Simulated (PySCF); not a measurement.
C3H9O2 (SMILES CC(O)C[OH2+]), charge +1, singlet, at a GFN2-xTB geometry. Base run: B3LYP/6-31G (PySCF).

PySCF was given this input:
```python
from pyscf import gto, scf, dft

mol = gto.M(
    atom='''
C     1.902567    0.132740    0.229313
C     0.495829    0.330064   -0.303422
O    -0.313730    1.127339    0.576643
C    -0.289970   -0.997735   -0.371701
O    -1.687398   -0.609817   -0.240323
H     2.447804    1.072435    0.224056
H     1.872906   -0.242727    1.248810
H     2.438898   -0.575065   -0.394909
H     0.520504    0.797410   -1.294924
H    -0.084681    2.061373    0.512163
H    -0.154073   -1.507545   -1.325002
H     0.006360   -1.653707    0.448339
H    -1.501659    0.336138    0.234108
H    -2.187593   -1.218897    0.331666
''',
    basis='6-31g',
    charge=1,
    spin=0,
    verbose=4,
)

mf = dft.RKS(mol)
mf.xc = 'b3lyp'
mf.kernel()
```

The base run was repeated with changes; each row names its change, and settings that it needs were set with it.

| change | ΔE vs base (mEh) | fitting functions |
|---|---|---|
| base | 0.000 | - |
| auxbasis = autoaux | -6.268 | 488 |
| auxbasis = def2-tzvp-ri | -0.272 | 515 |
| auxbasis = even-tempered beta=3.0 | -9.582 | 297 |
| auxbasis = def2-universal-jfit | 0.213 | 344 |
| auxbasis = cc-pvdz-jkfit | -0.142 | 557 |
| auxbasis = default (with mf = mf.density_fit()) | -0.142 | 557 |
| auxbasis = cc-pvtz-ri | -0.283 | 675 |
| exchange = seminumerical (SGX) (with mf = sgx.sgx_fit(mf, auxbasis='def2-universal-jfit'); with mf.with_df.dfj = True) | -0.235 | 344 |
| auxbasis = even-tempered beta=2.0 | -6.428 | 444 |

A fitting set is made for a task (jfit for Coulomb, jkfit for Coulomb and exchange, ri for correlation) and for a family of orbital bases.
